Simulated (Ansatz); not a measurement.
Harmonic frequencies (cm⁻¹) at PBE0-D4/def2-TZVP from Ansatz: 123, 138, 193, 200, 222, 292, 359, 392, 510, 554, 619, 689, 706, 769, 790, 802, 847, 889, 906, 937, 960, 1274, 1305, 1392, 1444, 1448, 1565, 1582, 2010, 3056, 3116, 3138, 3156, 3186, 3605, 3700.

Each molecule was computed in one conformer, which needn't be the lowest.

Question: Which molecule is it?
A. `C=C(N)[SiH2][SiH3]`
B. `C=C[SiH2]N[SiH3]`
C. `C[Si]1(N)C[SiH2]1`
D. `NC1=C[SiH2]C1`

Answer: C.
